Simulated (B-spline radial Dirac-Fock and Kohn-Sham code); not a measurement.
# Conversion-electron coefficients: Pt, 325 keV

Z = 78 (platinum), transition energy 325 keV. The computed values come from an atomic code on a B-spline grid: a Dirac-Hartree-Slater potential of the neutral atom with a Latter tail (no hole, which puts coefficients of high multipoles low close above an edge), finite nucleus with surface currents. Subshells that would emit electrons below 1 keV are left out.

The run's input, task.json:

```json
{"items": [{
  "Z": 78,
  "q": 0,
  "cfg": [[1, 0, 2], [2, 0, 2], [2, 1, 6], [3, 0, 2], [3, 1, 6], [3, 2, 10], [4, 0, 2], [4, 1, 6], [4, 2, 10], [4, 3, 14], [5, 0, 2], [5, 1, 6], [5, 2, 9], [6, 0, 1]],
  "A": 195,
  "rrms": 5.427,
  "do": "conversion",
  "gamma": [325.0],
  "edges": {"K": 78395.0, "L1": 13880.0, "L2": 13273.0, "L3": 11564.0, "M1": 3296.0, "M2": 3027.0, "M3": 2645.0, "M4": 2202.0, "M5": 2122.0, "N1": 725.4, "N2": 609.1, "N3": 519.4, "N4": 331.6, "N5": 314.6, "N6": 74.5, "N7": 71.2, "O1": 101.7, "O2": 65.3}
}]}
```

Run with: `python xray2_run.py task.json out`

| subshell | electron energy (keV) | E2 | E4 | E5 | M4 | M5 |
| --- | --- | --- | --- | --- | --- | --- |
| K | 246.61 | 0.0501 | 0.375 | 1.05 | 5.50 | 15.3 |
| L1 | 311.12 | 0.00672 | 0.109 | 0.497 | 1.78 | 6.59 |
| L2 | 311.73 | 0.00976 | 0.726 | 4.13 | 0.471 | 2.17 |
| L3 | 313.44 | 0.00496 | 0.242 | 1.27 | 1.14 | 7.65 |
| M1 | 321.70 | 0.00154 | 0.0289 | 0.140 | 0.459 | 1.77 |
| M2 | 321.97 | 0.00249 | 0.194 | 1.13 | 0.128 | 0.602 |
| M3 | 322.36 | 0.00131 | 0.0658 | 0.350 | 0.330 | 2.29 |
| M4 | 322.80 | 1.34e-05 | 0.00377 | 0.0550 | 0.00687 | 0.0612 |
| M5 | 322.88 | 8.83e-06 | 0.00230 | 0.0263 | 0.00429 | 0.0654 |
| total |  | 0.0785 | 1.83 | 9.17 | 10.1 | 37.9 |

Problem. For a pure E2 transition, what fraction of decays emits a photon?

Solution. 1/(1 + α) = 0.927 with the total α = 0.0785; the total includes the outer subshells that are not listed.
